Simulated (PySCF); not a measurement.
Species: CH8GeNP.
Z-matrix (Å and degrees, PBE0-D3(BJ)/def2-SVP geometry), rows numbered from 1:
```
C 
N   1  1.4450
Ge  2  1.8335  1  120.03
P   3  2.3460  2  112.63  1    62.01
H   1  1.1025  2  109.82  3    47.50
H   1  1.1029  2  110.71  3   164.81
H   1  1.1095  2  115.05  3   -73.26
H   2  1.0159  1  112.43  3   137.49
H   3  1.5399  2  106.80  1  -179.78
H   3  1.5422  2  106.62  1   -60.52
H   4  1.4294  3   93.45  2   -76.82
H   4  1.4299  3   93.04  2  -170.09
```

Computed with PySCF 2.14.0, density-fitted response routines, TDDFT wB97X-D/def2-SVPD, vertical, gas phase, core orbitals frozen in the response. Relativistic effects, spin–orbit coupling among them, are left out although an element past zinc is present.

Broadening: Gaussians 0.3 eV wide at half height, area fixed by f = 4.319×10⁻⁹ ∫ε dν̃. The width is an assumption, not a result. The curve ends short of the highest state used, and states not computed would add to its high-energy end.

(λ (nm), ε (L mol⁻¹ cm⁻¹)): (175.6, 11389), (177.3, 11282), (178.9, 9870), (180.6, 7740), (182.3, 6009), (184.0, 5568), (185.6, 6743), (187.3, 9614), (189.0, 13489), (190.7, 17004), (192.3, 18531), (194.0, 17440), (195.7, 14079), (197.4, 9914), (199.0, 6451), (200.7, 3800), (202.4, 2136), (204.1, 1156), (205.8, 598), (207.4, 309), (209.1, 156), (210.8, 96), (212.5, 83), (214.1, 85), (215.8, 86), (217.5, 80), (219.2, 67), (220.8, 51), (222.5, 34), (224.2, 21), (225.9, 11), (227.5, 6), (229.2, 3), (230.9, 1), (232.6, 0), (234.2, 0)

Question: Locate the maxima and give the states behind the curve.

Answer: 215 nm (5.76 eV), ε about 86, made up of S1 (97%) (hardly more than a shoulder); 192 nm (6.44 eV), ε about 19000, made up of S3 (91%); 176 nm (7.03 eV), ε about 12000, made up of S5 (24%) and S6 (67%) (ε in L mol⁻¹ cm⁻¹; maxima over ε = 5, shares over 10%). The states used: S1 5.74 eV (f 0.0009); S2 6.22 eV (f 0.017); S3 6.43 eV (f 0.187); S4 6.61 eV (f 0.040); S5 6.90 eV (f 0.052); S6 7.06 eV (f 0.088); S7 7.14 eV (f 0.0082); S8 7.30 eV (f 0.046); S9 7.55 eV (f 0.040); S10 7.66 eV (f 0.036).

Question: What would ε be at 6.44 eV, the highest of these maxima, with half the width (0.15 eV)?

Answer: About 33500 L mol⁻¹ cm⁻¹ against 18600, a factor of about 1.8; a lone state at its own centre would give exactly 2.

Question: On this curve, what absorbance would a 10⁻⁴ mol/L sample give at 222 nm over a 1 cm path?

Answer: 222 nm is 5.585 eV, where ε is about 39 L mol⁻¹ cm⁻¹, so A = ε c l ≈ 0.0039 (Beer–Lambert, with the gas-phase spectrum and the assumed width).

Question: Coming from long wavelengths, where does ε first pass 100 L mol⁻¹ cm⁻¹?

Answer: At about 211 nm (5.89 eV), 0.14 eV above S1.

The vertical ionisation energy (ΔSCF) is 8.57 eV, 0.90 eV above S10.

Time: 64 s of wall time. Hardware: Arm Neoverse V1, one thread, no GPU (shared host).

One conformer stands for the species.
